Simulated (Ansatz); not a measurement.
A geometry relaxed with B3LYP-D3(BJ)/def2-TZVP (Ansatz, an electronic-structure program), charge 0, multiplicity 1:

```xyz
5

Ge     0.0000     0.0000     0.0000
Cl    -1.0151     1.8197    -0.4592
Cl     0.3337    -0.1169     2.1042
Cl     1.8729    -0.0466    -1.0209
Cl    -1.1916    -1.6562    -0.6241
```

Question: Write the SMILES of this molecule.

Answer: `[Cl][Ge]([Cl])([Cl])[Cl]`
